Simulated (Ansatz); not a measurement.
`[BH2][AlH][CH3]` + `[SiH3]C(Cl)I` → `[BH2][AlH][SiH3]` + `CC(Cl)I`  (formal exchange of groups at the Al–C bond)

Gas-phase electronic energies from Ansatz, PBE0-D4/def2-TZVP geometries. CCSD(T)/CBS adds triple-zeta CCSD(T) − MP2 to the extrapolated MP2 energy (def2 sets, frozen cores). DFT in def2-TZVPP. Elements past krypton have def2 core potentials. For I outer-core shells are correlated without core-valence functions, which leaves a few kJ/mol of doubt a bond.

Problem. Is it downhill or uphill in electronic energy at CCSD(T)/CBS, and by how much? (An estimate is asked.)

Solution. Ansatz gave: Uphill: ΔE = +15.3 kJ/mol.

Problem. What do these levels give: LDA (SPW92), PBE-D4, r2SCAN-D4, ωB97M-V, r2SCANh, CAM-B3LYP, RPA@PBE/def2-TZVPP, HF/def2-SVP, SCS-MP2/def2-TZVPP, HF/def2-QZVPP, SCS-MP2/def2-QZVPP, CCSD/CBS(def2)? (Best estimate.)

Solution. Ansatz gave: LDA (SPW92) -1.3, PBE-D4 1.8, r2SCAN-D4 9.7, ωB97M-V 21.2, r2SCANh 9.6, CAM-B3LYP 14.0, RPA@PBE/def2-TZVPP 11.3, HF/def2-SVP 4.6, SCS-MP2/def2-TZVPP 18.9, HF/def2-QZVPP 12.6, SCS-MP2/def2-QZVPP 21.3, CCSD/CBS(def2) 15.1 kJ/mol.

Problem. What do rigid-rotor, harmonic-oscillator terms from PBE0-D4/def2-TZVP frequencies (298.15 K, 1 bar) make of the CCSD(T)/CBS value? (An estimate is asked.)

Solution. The calculation gave: ΔZPE = +6.5 kJ/mol, ΔH = +21.1 kJ/mol, ΔS = -1 J/(mol·K), ΔG = +21.6 kJ/mol. Modes under 50 cm⁻¹ make the entropy rough.

Largest T1 diagnostic among the species: 0.013.

Leaving LDA and LC-ωPBE aside and taking each functional with its dispersion term where it has one, the values, not all of them listed here, spread over 19.5 kJ/mol, from revPBE-D4 to ωB97M-V. At CCSD(T), def2-SVP lies −17.9 kJ/mol from the extrapolated value and def2-TZVPP −3.7 kJ/mol.
